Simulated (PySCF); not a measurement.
C4H5BCl2O2.
Atom-mapped SMILES: `[CH2:1]=[CH:2][O:3][C:4](=[O:5])[CH2:6][B:7]([Cl:8])[Cl:9]` (hydrogens: H10, H11 on C1; H12 on C2; H13, H14 on C6)

A GFN2-xTB structure was refined with PBE0-D3(BJ)/def2-SVP geometry optimisation, gas phase (PySCF). Its GFN2-xTB values:

```csv
coordinate,GFN2-xTB
C1=C2,1.319 Å
C1–H10,1.075 Å
C1–H11,1.073 Å
C2–O3,1.379 Å
C2–H12,1.082 Å
O3–C4,1.341 Å
C4=O5,1.199 Å
C4–C6,1.518 Å
C6–B7,1.601 Å
C6–H13,1.089 Å
B7–Cl8,1.714 Å
B7–Cl9,1.710 Å
C1–C2–O3,120.9°
O3–C4–O5,124.7°
O3–C4–C6,110.3°
C4–C6–B7,109.4°
O5–C4–C6,124.9°
C6–B7–Cl8,119.8°
C6–B7–Cl9,120.7°
Cl8–B7–Cl9,119.5°
C1–C2–O3–C4,179°
C2–O3–C4–O5,-2°
O3–C4–C6–B7,-87°
C4–C6–B7–Cl8,63°
```

How do these coordinates change at the PBE0-D3(BJ)/def2-SVP level?

| coordinate | PBE0-D3(BJ)/def2-SVP (Å or °) | change |
| --- | --- | --- |
| B7–Cl9 | 1.749 | +0.039 |
| B7–Cl8 | 1.745 | +0.031 |
| C6–B7 | 1.572 | -0.029 |
| C4–C6 | 1.497 | -0.021 |
| C1–H11 | 1.090 | +0.017 |
| C1–H10 | 1.092 | +0.017 |
| O3–C4 | 1.354 | +0.013 |
| C2–H12 | 1.093 | +0.011 |
| C6–H13 | 1.099 | +0.010 |
| C1=C2 | 1.329 | +0.010 |
| C2–O3 | 1.370 | -0.009 |
| C4=O5 | 1.198 | -0.001 |
| C4–C6–B7 | 113.9 | +4.5 |
| C6–B7–Cl8 | 121.9 | +2.1 |
| C6–B7–Cl9 | 119.3 | -1.4 |
| O3–C4–O5 | 124.0 | -0.7 |
| Cl8–B7–Cl9 | 118.7 | -0.8 |
| C1–C2–O3 | 120.5 | -0.4 |
| O5–C4–C6 | 125.3 | +0.4 |
| O3–C4–C6 | 110.7 | +0.4 |
| C4–C6–B7–Cl8 | 19 | -44 |
| O3–C4–C6–B7 | -85 | +2 |
| C1–C2–O3–C4 | -179 | +2 |
| C2–O3–C4–O5 | -3 | -1 |

The energy falls by 10.2 kJ/mol over 27 energy and gradient evaluations, the largest force component goes from 0.0190 to 3.2e-04 Eh/bohr, and the atoms move by 0.413 Å rms after alignment. The bond that changes most is B7–Cl9 (ends: three-coordinate boron; chlorine bonded to B), which lengthens by 0.039 Å. Bonds longer at the end by more than 0.005 Å: 9 of 13; shorter: 3. Among the dihedrals that turn most is H14–C6–B7–Cl9, from 127° to 77°. Rotational constants go from 2061, 641.6, 523.6 to 2212, 589.2, 521.7 MHz.

The run used 159 basis functions and 187 SCF cycles in all.

Whether it is a minimum is left open (no frequencies). One conformer, not necessarily the lowest.
